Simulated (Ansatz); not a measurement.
Cost and result for the atomization energy of `[SiH3][S][AlH][SH]` (9 atoms, 8 bonds).

```xyz
9

Si    0.520    1.250   -0.787
S    -1.399    0.995    0.113
Al   -1.228   -0.971    1.043
S     0.494   -2.285    0.797
H     0.484    2.551   -1.496
H     0.811    0.165   -1.762
H     1.598    1.263    0.234
H    -2.416   -1.468    1.944
H     1.135   -1.499   -0.086
```

The species carries charge 0 and has multiplicity 1. The structure was optimised at the PBE0-D4/def2-TZVP level. It is one conformer, not always the lowest. Program: Ansatz. All runs use 2 threads of an Arm Neoverse V1 on a shared host. Times are those of one run each, without the atoms' runs, and a repeat can differ threefold. Electronic energies, without spin–orbit coupling; frozen cores. CCSD(T)/CBS adds CCSD(T) − MP2 in def2-TZVPP to the MP2 limit, and its time is that of the two runs behind it. T1 = 0.012. B3LYP takes the VWN-RPA correlation (the form of Gaussian; ORCA's B3LYP/G).

CCSD(T)/CBS is a level of theory with its own doubt, some kJ/mol a heavy atom from the limit and from the frozen cores, so smaller differences don't rank the functionals.

```
                             level  functions  wall time  atomization (kcal/mol)  difference from CCSD(T)/CBS  per bond
                  CCSD(T)/def2-SVP         97      3.2 s                   584.9                        -52.2      -6.5
              revPBE-D4/def2-TZVPP        238      3.4 s                   620.3                        -16.8      -2.1
                PBE0-D4/def2-TZVPP        238        6 s                   627.9                         -9.2      -1.2
               BHLYP-D4/def2-TZVPP        238        6 s                   622.7                        -14.4      -1.8
r2SCAN-D4/def2-TZVPP (with forces)        238      8.5 s                   638.4                          1.3       0.2
 B3LYP-D4/def2-TZVPP (with forces)        238        9 s                   629.8                         -7.3      -0.9
             r2SCANh-D4/def2-TZVPP        238       10 s                   635.6                         -1.5      -0.2
                ωB97X-V/def2-TZVPP        238       15 s                   641.6                          4.5       0.6
                 B97M-V/def2-TZVPP        238       16 s                   646.7                          9.6       1.2
  ωB97M-V/def2-TZVPP (with forces)        238       22 s                   638.8                          1.7       0.2
                    MP2/def2-QZVPP        430       29 s                   631.5                         -5.6      -0.7
                CCSD(T)/def2-TZVPP        238      110 s                   617.0                        -20.1      -2.5
                 CCSD(T)/CBS(def2)          –    2.3 min                   637.1                          0.0       0.0
```

From r2SCAN to r2SCAN0 (25 % exact exchange), in def2-TZVPP and without D4, the atomization energy moves by −6.9 kcal/mol: exact exchange takes away binding that semilocal exchange gives to molecules. At CCSD(T), def2-SVP lies −52.2 kcal/mol from the extrapolated value and def2-TZVPP −20.1 kcal/mol: correlation converges slowly with the basis, and small sets miss more of it in the bonded molecule than in its fragments. In def2-TZVPP, CCSD(T) changes the Hartree–Fock value by +143.4 kcal/mol (the triples alone add +8.9 kcal/mol) and MP2 by +146.0 kcal/mol; breaking electron pairs costs correlation energy, which Hartree–Fock lacks.
